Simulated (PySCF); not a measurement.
**Bonding in `CN[SiH2]CC[SiH3]`**

Compound: C₃H₁₃NSi₂.
Numbering: `[CH3:1][NH:2][SiH2:3][CH2:4][CH2:5][SiH3:6]` (hydrogens: H7, H8, H9 on C1; H10 on N2; H11, H12 on Si3; H13, H14 on C4; H15, H16 on C5; H17, H18, H19 on Si6)

Structure used (PBE0-D3(BJ)/def2-SVP), in Å, numbered top down from 1:
```
atom  x, y, z in Å
C1    -3.6471    0.3177   -0.0073
N2    -2.3015   -0.0910    0.3158
Si3   -0.9336    0.1061   -0.7290
C4     0.6484   -0.1429    0.2625
C5     1.9197    0.0452   -0.5754
Si6    3.5145   -0.2439    0.3901
H7    -4.2203    0.5639    0.9026
H8    -3.6213    1.2320   -0.6218
H9    -4.2297   -0.4359   -0.5734
H10   -2.2576   -0.8353    1.0035
H11   -1.0051    1.4915   -1.2952
H12   -0.8791   -0.8327   -1.9072
H13    0.6246   -1.1568    0.7024
H14    0.6305    0.5565    1.1164
H15    1.9585    1.0642   -0.9997
H16    1.9202   -0.6378   -1.4436
H17    3.5980    0.6994    1.5495
H18    4.7167   -0.0397   -0.4777
H19    3.5442   -1.6419    0.9256
```

Bond orders from the PBE0/pcSseg-1 density (PySCF). Isolated species at its PBE0-D3(BJ)/def2-SVP geometry (one conformer only).

Problem. How far do the computed orders between heavy atoms stray from the drawn ones?

Solution. The largest departure is 0.093, at Si3–C4 (drawn single, 0.907).

Problem. Set the Mayer orders of the bonds between heavy atoms beside their lengths.

Solution. 
```tsv
bond	drawn as	length (Å)	Mayer order
C1–N2	single	1.443	0.973
N2–Si3	single	1.733	0.999
Si3–C4	single	1.884	0.907
C4–C5	single	1.534	1.025
C5–Si6	single	1.887	0.927
```

By pair of heavy elements: C–Si: lowest Si3–C4 (0.907, 1.884 Å), highest C5–Si6 (0.927, 1.887 Å); in 1 of the 1 pairs the longer bond (by over 0.003 Å) has the higher order (by 0.02 or more).

Problem. And the bonds to hydrogen?

Solution. C–H: 0.94 to 0.97 (7 bonds); H–N: 0.93 (1 bond); H–Si: 0.89 to 0.94 (5 bonds).

Problem. Sum the orders of all bonds at each heavy atom with more than one neighbour and set the sums beside the valence in the SMILES.

Solution. C1 3.872 (drawn 4), N2 2.905 (drawn 3), Si3 3.719 (drawn 4), C4 3.813 (drawn 4), C5 3.830 (drawn 4), Si6 3.753 (drawn 4). Orders between atoms that aren't bonded are not in these sums.

The Mayer order sums products of elements of PS (density times overlap matrix) between the two atoms' basis functions, so it depends on the basis set.

These values come from a run that also computed NMR shieldings. Hardware: one thread of an Arm Neoverse V2, on a shared host. Cost: 22 s of wall time.
